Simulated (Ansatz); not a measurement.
Ansatz (a program for electronic structure) input (RI-MP2/def2-QZVPP):
A basis named .json is the Basis Set Exchange file of that set.

Ansatz 0.2 input:
```yaml
crystal:
  periodic: [false, false, false]
  atoms:
    - {symbol: Si, position_ang: [-0.58728897, -0.60404562, 0.22209472]}
    - {symbol: Br, position_ang: [-0.37032054, 1.40032089, 1.23727475]}
    - {symbol: Br, position_ang: [1.12588951, -1.01818123, -1.15402590]}
    - {symbol: O, position_ang: [-1.94045110, -0.60283321, -0.70350341]}
    - {symbol: H, position_ang: [-2.69925996, -0.09558388, -0.39500864]}
basis:
  gaussian:
    orbitals: def2-QZVPP.json
    fitting: {mean_field: def2-universal-jkfit, correlation: def2-QZVPP-RIFIT.json}
magnetization: {spin_polarized: true, initial_magnetization: 1}
correlation: {method: mp2, electrons: outside_noble_gas}
```

End of the output:

```
integrals: 0.79 GiB planned
755 factors; integrals over basis functions are off by at most 1.3e0 eV
960 factors; integrals over basis functions are off by at most 1.3e1 eV
mean field: 2.33 GiB planned
mean field evaluation 1: about -149917.5387 eV, gradient 2.7e1 eV
mean field evaluation 2: about -149919.4011 eV, gradient 1.9e1 eV
mean field evaluation 4: about -149920.6853 eV, gradient 9.7e-1 eV
mean field evaluation 8: about -149920.7073 eV, gradient 2.5e-6 eV
mean field -149920.70727730 eV, -5509.4843725356 hartree, gradient 2.5e-6 eV, S^2 0.757877; 0 other end points of the search recorded, 0 dependent functions left out
34 core orbitals not correlated
reference -149920.70727730 eV, -5509.4843725356 hartree; 13, 12 occupied and 288, 289 virtual orbitals, 960 factors
second order -19.49710410 eV of doubles, -0.00000000 eV of singles
Total energy: -149940.20438140 eV, -5510.2008778955 hartree
```

It need not be the lowest isomer of its formula.
